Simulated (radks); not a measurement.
These are the eigenvalues of the occupied orbitals of an atom or ion with whole-number occupations (eV). Method: Dirac Kohn-Sham, BLYP, spin-unpolarised, spherical densities, finite nucleus; Fermi nuclear charge, rms radius of each element as measured or else 0.836 A^(1/3) + 0.57 fm; computed with a radial shooting solver on a logarithmic mesh with Libxc functionals.

| orbital | eigenvalue |
|---|---|
| 1s1/2 | -43374.50 |
| 2s1/2 | -7022.835 |
| 2p1/2 | -6645.376 |
| 2p3/2 | -6125.154 |
| 3s1/2 | -1533.732 |
| 3p1/2 | -1372.424 |
| 3p3/2 | -1268.620 |
| 3d3/2 | -987.3926 |
| 3d5/2 | -964.9576 |
| 4s1/2 | -314.8309 |
| 4p1/2 | -253.8933 |
| 4p3/2 | -231.2310 |
| 4d3/2 | -130.9584 |
| 4d5/2 | -126.9337 |
| 5s1/2 | -49.4088 |
| 5p1/2 | -32.6895 |
| 5p3/2 | -29.4322 |
| 4f5/2 | -12.8604 |
| 6s1/2 | -8.7336 |
| 5d3/2 | -8.5582 |

Which element is it, and in what charge state? The configuration may be excited. Open shells, if any, fill j = l - 1/2 first.

Answer. Z = 60, neodymium, charge +1: Nd+ in [Xe] 4f3 5d1 6s1. The list shows which subshells hold electrons but not how many an open one holds; the 1s level, -1594 hartree, gives Z - s = 56.5 by -(Z - s)^2/2, which with screening and relativity narrows Z to a few neighbours, and the depths of the outer levels then fix element, charge and occupations together.
